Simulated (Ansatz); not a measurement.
One change: `C[N](C)[Sc]1234([N](C)C)[C@@H]5[C@H]1[C@H]2[C@@]3(C)[C@@H]54` becomes `C[N](C)[Sc]1234([N](C)C)[C@H]5[C@@H]1[C@@H]2[C@@H]3[C@H]54`.

Ansatz, PBE0-D4/def2-TZVP geometries, multiplicity 1. Each molecule was computed in one conformer, which needn't be the lowest.

Scalar relativity is left out up to krypton.

```tsv
property	`C[N](C)[Sc]1234([N](C)C)[C@@H]5[C@H]1[C@H]2[C@@]3(C)[C@@H]54`
HOMO–LUMO gap (B3LYP/def2-TZVPP) / eV	4.08
HOMO energy (ωB97M-V/def2-TZVPP) / eV	-7.89
HOMO–LUMO gap (ωB97M-V/def2-TZVPP) / eV	8.38
HOMO–LUMO gap (PBE0/def2-TZVPP) / eV	4.58
HOMO–LUMO gap (PBE/def2-TZVPP) / eV	2.50
size of the dipole moment (ωB97M-V/def2-TZVPP) / D	0.80
```

Question: Give the same properties after the change, and the shifts. (Best estimate.)

Answer: Computed: 
```csv
property,`C[N](C)[Sc]1234([N](C)C)[C@H]5[C@@H]1[C@@H]2[C@@H]3[C@H]54`,shift
HOMO–LUMO gap (B3LYP/def2-TZVPP) / eV,4.04,-0.04
HOMO energy (ωB97M-V/def2-TZVPP) / eV,-7.90,-0.01
HOMO–LUMO gap (ωB97M-V/def2-TZVPP) / eV,8.32,-0.06
HOMO–LUMO gap (PBE0/def2-TZVPP) / eV,4.53,-0.05
HOMO–LUMO gap (PBE/def2-TZVPP) / eV,2.46,-0.04
size of the dipole moment (ωB97M-V/def2-TZVPP) / D,0.37,-0.43
```

Dipoles are sizes alone; their direction can turn.

B3LYP here is the variant with VWN-RPA as its local correlation; programs differ in this.
